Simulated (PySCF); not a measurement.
**How methods differ on the ionisation energy of Kr**

Kr [Kr] (1S) → Kr⁺ [Ar] 3d10 4s2 4p5 (2P), as a difference of total energies. All numbers are calculated (PySCF 2.14, scalar relativity by spin-free X2C-1e, in jorge-DZP-DKH (8s6p2d1f, 43 functions)). Correlated levels: valence: [Ar] 3d10 frozen. The calculations carry no spin-orbit coupling.

```json
{"method": "UHF", "ionisation energy (eV)": "13.213", "error (eV)": "-1.009"}
{"method": "MN15", "ionisation energy (eV)": "13.985", "error (eV)": "-0.237"}
{"method": "LDA", "ionisation energy (eV)": "14.343", "error (eV)": "+0.121"}
{"method": "MP2 (valence)", "ionisation energy (eV)": "13.439", "error (eV)": "-0.783"}
{"method": "SCS-MP2 (valence)", "ionisation energy (eV)": "13.418", "error (eV)": "-0.804"}
{"method": "CCSD (valence)", "ionisation energy (eV)": "13.439", "error (eV)": "-0.783"}
{"method": "CCSD(T) (valence)", "ionisation energy (eV)": "13.442", "error (eV)": "-0.780"}
```

Reference: 14.222 eV (measured; NIST levels, between the centres of gravity of the two terms).

Errors of the correlated levels include the incompleteness of this basis and the frozen core.
